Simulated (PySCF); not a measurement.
CrO3, SMILES [O]=[Cr](=[O])=[O], multiplicity 1.

Geometry: PBE0-D3(BJ)/def2-SVP. The multiplicity is an assumed one; other spin states were not compared. The isomer is the one that the SMILES or the coordinates give; other isomers of the formula were not compared.

Calculation: HF/def2-TZVPD in PySCF.

Symmetry labels are those of the subgroup Cs that the program uses (full group C3v).

Computed valence orbital energies around the gap with their symmetry:
```csv
orbital,symmetry,energy (eV)
HOMO−7,A',-18.41
HOMO−6,A",-16.84
HOMO−5,A',-16.84
HOMO−4,A',-16.73
HOMO−3,A",-14.40
HOMO−2,A',-14.40
HOMO−1,A",-13.89
HOMO,A',-13.52
LUMO,A',-1.48
LUMO+1,A",-0.14
LUMO+2,A',-0.14
LUMO+3,A',1.13
```
